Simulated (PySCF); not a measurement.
Si(OSiH3)(Me)(Cl)2 (CH₆Cl₂OSi₂), SMILES C[Si](Cl)(Cl)O[SiH3].

The structure is a stationary point at B3LYP-D3(BJ)/def2-SVP. Other conformers were not sampled.

Two levels are set side by side: PBE/def2-TZVP (PySCF) and r2SCAN/def2-TZVP (PySCF). Same geometry, gas phase. Differences are taken from unrounded values.

| quantity | r2SCAN | PBE | PBE minus r2SCAN |
|---|---|---|---|
| orbital gap (eV) | 7.37 | 6.56 | -0.81 |
| highest occupied level (eV) | -7.89 | -7.51 | 0.38 |
| lowest empty level (eV) | -0.52 | -0.95 | -0.43 |
| dipole moment (D) | 1.67 | 1.61 | -0.06 |
| mean polarisability (bohr³) | 86.1 | 89.1 | 3.0 |

Rough cost on one machine, each run with all the roots and properties that it gave: r2SCAN against PBE about 3 times.
